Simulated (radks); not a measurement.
Species: Pr3+. Configuration: [Xe] 4f1 6s1 (not the ground configuration). All-electron calculation, Dirac Kohn-Sham, LDA (Slater exchange, Perdew-Wang correlation), spin-unpolarised, spherical densities, finite nucleus; open shells are shared between the two j in proportion to 2j + 1; Fermi nuclear charge, rms radius 4.8919 fm. Program: a radial shooting solver on a logarithmic mesh with Libxc functionals.

Spin-orbit splittings of the eigenvalues, e(l+1/2) - e(l-1/2), with zeta = 2 splitting/(2l+1) and mean radii in bohr:

shell  occ.  splitting (eV)  zeta (eV)  <r> j=l-1/2  <r> j=l+1/2
2p        6           481.5      321.0      0.08609      0.09240
3p        6           95.31      63.54       0.2620       0.2743
3d       10           20.55      8.220       0.2454       0.2493
4p        6           20.97      13.98       0.6366       0.6641
4d       10           3.735      1.494       0.7117       0.7213
4f        1          0.4514     0.1290       0.9321       0.9392
5p        6           3.502      2.334        1.574        1.644
